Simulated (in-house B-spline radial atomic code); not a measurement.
Atomic self-consistent-field run: Nd6+ (an excited or competing configuration). Computed with an all-electron radial atomic-structure program (B-spline basis): Dirac-Hartree-Fock, average of configuration, Fermi nucleus of rms radius 4.9123 fm.

Command:
```bash
python run_scf.py task.json out
```
Settings (nuclear radius in fm, mass in u):
```
Z                60
configuration    [Kr] 4d10 4f1 5s2 5p4 8d1
hamiltonian      dirac
method           hf
spin_polarised   False
nucleus          fermi
rms_radius       4.9123
atomic_mass      141.90773
speed_of_light   137.035999084
```

Output (hartree, bohr):
```
 radial grid: 75 intervals, B-splines of order 8, outer radius 45.3731 bohr

 iter        energy (Eh)    residual
    1       -9589.083160    1.07e+00
    2       -9609.189016    6.11e-01
    3       -9613.866250    1.74e-01
    4       -9614.295424    5.51e-02
    5       -9614.331957    2.14e-02
    6       -9614.339134    1.17e-03
    7       -9614.339156    3.53e-04
    8       -9614.339157    3.13e-05
    9       -9614.339157    7.54e-07
   10       -9614.339157    4.25e-08

 total energy                     -9614.33916
 kinetic                           10368.4453
 electron-nucleus                 -23288.7999
 electron-electron                  3306.0155

 first-order corrections (not in the total)
   Gaunt                             9.2861
   retardation                      -0.9713
   frequency dependence             -0.1128
   self-energy                       6.4183
   Uehling                          -0.9753
   Wichmann-Kroll                    0.0277
   recoil                            0.0244

 orbital      occ     eigenvalue          <r>       <r^2>       <1/r>       r_max    small
 1s1/2      2.000     -1614.3382    0.0236252 0.000759714     66.0442      0.0151  4.95e-02
 2s1/2      2.000      -268.5489     0.100388   0.0119559     15.6512     0.08557  1.08e-02
 2p1/2      2.000      -253.6063     0.084324  0.00877404     15.5909     0.06517  1.08e-02
 2p3/2      4.000      -234.4418     0.090696   0.0100194     14.0231     0.07057  1.02e-02
 3s1/2      2.000       -63.2390     0.264868   0.0802916     5.68905      0.2433  3.39e-03
 3p1/2      2.000       -56.8346     0.255004   0.0755789     5.59059      0.2307  3.31e-03
 3p3/2      4.000       -52.9241     0.267149   0.0827539      5.2016      0.2421  3.13e-03
 3d3/2      4.000       -41.9167     0.238849   0.0671848     5.05674      0.1942  2.99e-03
 3d5/2      6.000       -41.0842     0.242663    0.069209     4.95829      0.1975  2.93e-03
 4s1/2      2.000       -16.4782     0.601482    0.407377     2.36274      0.5626  1.05e-03
 4p1/2      2.000       -13.9542     0.617816    0.433107      2.2565      0.5706  9.79e-04
 4p3/2      4.000       -13.0771     0.642901     0.46877     2.13628      0.5938  9.24e-04
 4d3/2      4.000        -8.8448     0.683549    0.538598      1.9287      0.6082  7.79e-04
 4d5/2      6.000        -8.6850     0.692536     0.55259     1.89746      0.6161  7.62e-04
 4f5/2      0.429        -4.1529      0.80696    0.781806     1.51842      0.6185  5.08e-04
 4f7/2      0.571        -4.1343     0.811475    0.790273     1.50913      0.6223  5.03e-04
 5s1/2      2.000        -4.9720      1.33712     1.98903    0.995187        1.25  2.73e-04
 5p1/2      1.333        -4.1625       1.4321     2.28872    0.923701       1.331  2.44e-04
 5p3/2      2.667        -3.9901      1.48263     2.45115    0.884887        1.38  2.30e-04
 8d3/2      0.400        -0.6171      8.15857     74.3415    0.169669       8.915  2.32e-05
 8d5/2      0.600        -0.6147      8.19185     74.9478    0.168913       8.955  2.31e-05
```

Cost of the run: 1.9 s on 1 thread of Arm Neoverse V1 (shared host).

For the Dirac Hamiltonian the kinetic term is c α·p + (β - 1)c².
